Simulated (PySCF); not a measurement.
# Two-photon absorption: SMILES C1(C#N)=NC=CS1, C4H2N2S

Molfile (atoms numbered from 1):
```
C4H2N2S
     RDKit          3D

  9  9  0  0  0  0  0  0  0  0999 V2000
    3.3368   -0.8632    0.6390 N   0  0  0  0  0  0  0  0  0  0  0  0
    2.2287   -0.5642    0.4764 C   0  0  0  0  0  0  0  0  0  0  0  0
    0.8765   -0.1606    0.2877 C   0  0  0  0  0  0  0  0  0  0  0  0
   -0.0853   -0.9500   -0.1054 N   0  0  0  0  0  0  0  0  0  0  0  0
   -1.2549   -0.2706   -0.1889 C   0  0  0  0  0  0  0  0  0  0  0  0
   -1.1959    1.0612    0.1441 C   0  0  0  0  0  0  0  0  0  0  0  0
    0.3988    1.4863    0.5833 S   0  0  0  0  0  0  0  0  0  0  0  0
   -2.1608   -0.7898   -0.5052 H   0  0  0  0  0  0  0  0  0  0  0  0
   -2.0006    1.7946    0.1505 H   0  0  0  0  0  0  0  0  0  0  0  0
  1  2  3  0
  2  3  1  0
  3  4  2  0
  4  5  1  0
  5  6  2  0
  6  7  1  0
  7  3  1  0
  5  8  1  0
  6  9  1  0
M  END
```

Method: PySCF, TDDFT CAM-B3LYP/def2-TZVPD excited states, vertical, gas phase. Geometry: PBE0-D3(BJ)/def2-SVP.

Singlets 3 and 4 lie within 0.01 eV of each other, so their separate moments and overlaps can depend on how they mix.

How strongly do the lowest singlets absorb one photon, and two photons of half the energy?

δ for parallel linear polarisation; σ at the peak of a Lorentzian of half width 0.1 eV, single beam; Ω is circular over linear.
| state | E (eV) | f | photon λ (nm) | δ (au) | σ (GM) | Ω | main |
| --- | --- | --- | --- | --- | --- | --- | --- |
| S1 | 4.98 | 0.200 | 498 | 38 | 0.35 | 0.92 | HOMO→LUMO 0.94 |
| S2 | 5.09 | 0.000 | 487 | 0.38 | 0.00 | 1.50 | HOMO−1→LUMO 0.98 |
| S3 | 5.98 | 0.000 | 415 | 0.3 | 0.00 | 1.36 | HOMO→LUMO+1 0.54, HOMO→LUMO+2 0.29 |
| S4 | 5.98 | 0.062 | 415 | 34.7 | 0.46 | 0.98 | HOMO−2→LUMO 0.84 |
| S5 | 6.36 | 0.000 | 390 | 0.81 | 0.01 | 1.50 | HOMO−3→LUMO 0.50, HOMO→LUMO+3 0.20 |
| S6 | 6.50 | 0.001 | 382 | 1.78 | 0.03 | 1.50 | HOMO−3→LUMO 0.40, HOMO→LUMO+3 0.29 |

Among these, the strongest one-photon state is S1, the strongest two-photon state S4, with a dipole change of 0.5 D (relaxed, norm of the difference vector).
